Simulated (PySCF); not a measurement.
B(F)(NHMe)(OH) (CH5BFNO), SMILES CNB(O)F.

Geometry: r2SCAN-D4/def2-SVP. This is a generated structure with no PubChem entry under its InChIKey; it may be hypothetical. Other conformers were not sampled.

All values below come from r2SCAN-D4/def2-SVP in PySCF 2.14.0.

Frequencies are harmonic and unscaled.

Q: List the normal modes with their intensities. (Estimate from the structure and the level; the computed values follow.)

A: 
| mode | ν (cm⁻¹) | IR (km/mol) | moving atoms (share of kinetic energy) |
|---|---|---|---|
| 1 | 42 | 2.5 | H 96 % |
| 2 | 135 | 1.1 | N 45 %, H 26 %, F 14 %, C 13 % |
| 3 | 241 | 3.8 | O 31 %, C 26 %, H 24 %, F 8 % |
| 4 | 419 | 134.1 | H 86 % |
| 5 | 437 | 5.8 | F 39 %, O 23 %, C 14 %, N 11 % |
| 6 | 511 | 11.0 | F 28 %, N 23 %, H 22 %, B 9 %, C 9 %, O 8 % |
| 7 | 552 | 36.6 | H 89 % |
| 8 | 654 | 76.0 | B 78 %, N 9 % |
| 9 | 817 | 5.2 | O 34 %, N 22 %, F 21 %, H 14 %, C 8 % |
| 10 | 961 | 123.1 | H 76 %, O 12 % |
| 11 | 1095 | 37.3 | H 74 %, C 13 % |
| 12 | 1141 | 0.1 | H 75 %, C 20 % |
| 13 | 1165 | 23.5 | N 39 %, C 30 %, H 19 % |
| 14 | 1317 | 142.7 | H 50 %, B 34 %, F 8 % |
| 15 | 1434 | 140.2 | H 54 %, B 24 %, C 13 % |
| 16 | 1457 | 4.1 | H 97 % |
| 17 | 1482 | 163.9 | H 62 %, B 24 % |
| 18 | 1487 | 73.7 | H 62 %, B 28 % |
| 19 | 1576 | 376.4 | N 34 %, H 32 %, B 31 % |
| 20 | 2999 | 66.6 | H 97 % |
| 21 | 3067 | 36.1 | H 90 %, C 10 % |
| 22 | 3112 | 36.0 | H 91 %, C 9 % |
| 23 | 3621 | 27.7 | H 93 % |
| 24 | 3896 | 44.9 | H 94 % |
